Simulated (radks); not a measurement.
Results of a calculation; reference values are marked as such.
The nuclear charge of neutral palladium is varied continuously with 46 electrons held in [Kr] 4d10. Level of theory: Dirac Kohn-Sham, BLYP, spin-unpolarised, spherical densities, finite nucleus; Fermi nuclear charge, rms radius 4.5318 fm (a radial shooting solver on a logarithmic mesh with Libxc functionals). By the Hellmann-Feynman theorem dE/dZ = E(electron-nucleus)/Z, the electronic potential at the nucleus (averaged over a nucleus of fixed radius).

Z      E (hartree)  E(electron-nucleus)/Z (hartree)   HOMO  e(HOMO) (eV)  <r> HOMO (bohr)
45.75  -4981.17765                         -263.924  4d5/2        -1.630            1.692
46     -5047.41310                         -265.958  4d5/2        -3.859            1.614
46.25  -5114.15642                         -267.988  4d5/2        -6.379            1.549
46.5   -5181.40672                         -270.014  4d5/2        -9.151            1.494
46.75  -5249.16341                         -272.039  4d5/2       -12.150            1.445
47     -5317.42610                         -274.062  4d5/2       -15.359            1.402

The central difference of E at Z = 46 is -265.958 hartree, to compare with the third column; the second derivative is -8.13 hartree.
